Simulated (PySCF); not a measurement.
Gas-phase reaction: TiCl₂(OH)₂ + 2 OH → Ti(OH)₄ + Cl₂. Level: PBE0/def2-QZVP†; standard pressure 1 bar.

Computed with PySCF and rigid-rotor harmonic-oscillator thermochemistry at 1 bar. † marks an energy on the PBE0/def2-TZVP geometry and frequencies. Open shells (unrestricted): OH (multiplicity 2, electronic degeneracy 4); the rest are closed-shell singlets. Spin-orbit splitting is ignored; it lowers the true energy and changes the entropy of OH. TiCl₂(OH)₂, Ti(OH)₄: computed as isolated molecules; such fragments, hydroxides, amides, oligomers or adducts are transient or little studied in the gas. The harmonic model lacks anharmonicity and excited electronic states, which grow with temperature; levels with a mode under 35 cm⁻¹ are left out. Soft modes under 120 cm⁻¹ make the harmonic entropy rough for TiCl₂(OH)₂.

```
T (K)  1000/T (1/K)  log10 K
-----  ------------  -------
1000         1.0000     7.40
1200         0.8333        ?
1400         0.7143     2.99
1600         0.6250     1.63
1800         0.5556     0.58
2000         0.5000    -0.25
```

Problem. Fit log10 K = a + b·(1000/T) to the five rows, get the mean ΔH° and ΔS°, and predict log10 K at 1200 K.

Solution. Means: 1000/T = 0.6790, log10 K = 2.470. Sums of products about the means: Sxy = 2.36635, Sxx = 0.154472, so b = Sxy/Sxx = 15.32 and a = 2.470 − (15.32)×0.6790 = -7.93.
ΔH° = −R ln 10 × 1000 K × b = −19.145 × (15.32) = -293 kJ; ΔS° = R ln 10 × a = -152 J/K. The run's own values go from -297 kJ and -155 J/K at 1000 K to -286 kJ and -148 J/K at 2000 K.
Prediction at 1200 K: -7.93 + (15.32)×0.8333 = 4.84. The computed value is 4.82, 0.02 from the line.
For scale, ΔH°(298 K) is -301 kJ at this level, -318 kJ at ωB97M-V/def2-TZVP†, and runs from -534 to -85 kJ over the 19 levels computed.
